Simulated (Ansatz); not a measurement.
Consider the ligand exchange at the Si–N bond: `BN([SiH3])[SiH3]` + `[OH][GeH]([F])[F]` → `[F][GeH]([F])[O][SiH3]` + `BN[SiH3]`.

Program: Ansatz. Geometries: PBE0-D4/def2-TZVP. ΔE: electronic, gas phase. CCSD(T)/CBS adds triple-zeta CCSD(T) − MP2 to the extrapolated MP2 energy (def2 sets, frozen cores). DFT in def2-TZVPP. B3LYP here is the variant with VWN-RPA as its local correlation; programs differ in this. For Ge outer-core shells are correlated without core-valence functions, which leaves a few kJ/mol of doubt a bond. Scalar relativity is left out up to krypton. Each species was taken in one conformer, which may not be the lowest.

Task: Is it downhill or uphill in electronic energy at CCSD(T)/CBS, and by how much? (An estimate is asked.)

Result: Ansatz gave: Downhill: ΔE = -57.1 kJ/mol.

Task: What do these levels give: B3LYP-D4, PBE, RPA@PBE/def2-TZVPP, CCSD(T)/def2-TZVPP, MP2/CBS(def2), CCSD/CBS(def2)? (Estimate.)

Result: Ansatz gave: B3LYP-D4 -59.4, PBE -53.8, RPA@PBE/def2-TZVPP -57.5, CCSD(T)/def2-TZVPP -57.3, MP2/CBS(def2) -55.4, CCSD/CBS(def2) -60.0 kJ/mol.

Largest T1 diagnostic among the species: 0.013.

Leaving LDA and LC-ωPBE aside and taking each functional with its dispersion term where it has one, the values, not all of them listed here, spread over 17.6 kJ/mol, from BHLYP-D4 to revPBE-D4. LDA lies +4.7 kJ/mol from PBE without D4. From BLYP to BHLYP (50 % exact exchange), in def2-TZVPP and without D4, ΔE moves by −4.2 kJ/mol. The D4 term adds +6.0 kJ/mol with B3LYP and +3.1 kJ/mol with PBE0; it sums over pairs of atoms, weighted by their polarisabilities, and B3LYP, whose exchange is more repulsive, gets the larger term.
